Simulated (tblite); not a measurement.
Species: C5H12P2.
Z-matrix (Å and degrees, GFN2-xTB geometry), rows numbered from 1:
```
P 
P   1  2.1778
C   2  1.8608  1   99.29
C   3  1.5244  2  115.17  1    54.49
C   4  1.5251  3  112.23  2    59.17
C   5  1.5253  4  111.77  3   -64.60
C   6  1.5244  5  112.24  4    64.61
H   1  1.3939  2   91.71  3   177.55
H   1  1.3936  2   91.64  3    85.59
H   3  1.0948  2  107.33  1   -68.73
H   3  1.0947  2  106.33  1   176.63
H   4  1.0940  3  108.64  2  -179.65
H   4  1.0945  3  109.44  2   -62.28
H   5  1.0922  4  109.14  3   174.58
H   5  1.0935  4  109.41  3    56.77
H   6  1.0939  5  109.40  4  -174.72
H   6  1.0947  5  109.30  4   -56.99
H   7  1.0948  2  107.30  1    68.86
H   7  1.0947  2  106.27  1  -176.56
```

Method: GFN2-xTB as coded in tblite; computed harmonic values from a numerical Hessian at the method's own geometry, unscaled. Against measured fundamentals such values can be off by several per cent, at times by over 20. Modes of hydrogen on phosphorus can be 10 to 20 % off. One conformer, not necessarily the lowest.

Harmonic wavenumbers (cm⁻¹): 97.0, 118.9, 156.3, 199.3, 242.8, 349.7, 353.7, 385.1, 475.4, 519.4, 663.4, 682.1, 717.9, 761.9, 786.8, 825.1, 875.6, 905.0, 937.7, 981.1, 1031.7, 1062.8, 1080.4, 1118.4, 1131.3, 1156.3, 1197.7, 1222.5, 1241.7, 1277.3, 1284.5, 1336.4, 1348.2, 1354.7, 1443.2, 1446.0, 1474.2, 1480.2, 1492.3, 2251.5, 2312.8, 2925.8, 2931.0, 2939.1, 2940.3, 2945.5, 2946.4, 2953.4, 2956.1, 2965.6, 2979.5.

A = 2436, B = 1441, C = 1354 MHz; mass 134.041 u (most abundant isotopes); point group Cs, symmetry number 1.

Problem. What is the zero-point energy?

Solution. ½Σν̃ = 34630 cm⁻¹ = 99.01 kcal/mol.

Problem. Entropy at 200 K, 1 bar (ideal gas, RRHO, classical rotation)?

Solution. Translation 38.63, rotation 27.41, vibration 12.26: S = 78.3 cal/(mol K).

Problem. And Cp and H(200 K) − H(0)?

Solution. Cp = 24.37 cal/(mol K), of which vibrations give 16.42 (their classical limit is 51 R = 101.3); H(200 K) − H(0) = 3.08 kcal/mol without the zero-point energy, 1.49 from vibrations.

Problem. Which modes carry the vibrational entropy at 200 K?

Solution. 97.0 cm⁻¹: 2.74; 118.9 cm⁻¹: 2.36; 156.3 cm⁻¹: 1.86; 199.3 cm⁻¹: 1.43; 242.8 cm⁻¹: 1.11; 349.7 cm⁻¹: 0.61 cal/(mol K); the other 45 give 2.15 together.

Problem. What must be added to the electronic energy to get the Gibbs energy at 200 K and 1 bar?

Solution. ZPE + [H(200 K) − H(0)] − T·S = 99.01 + 3.08 − 15.66 = 86.43 kcal/mol.

Hindered rotation and anharmonicity are outside this model. Other conformers, if any are populated, would add a mixing term that is left out.
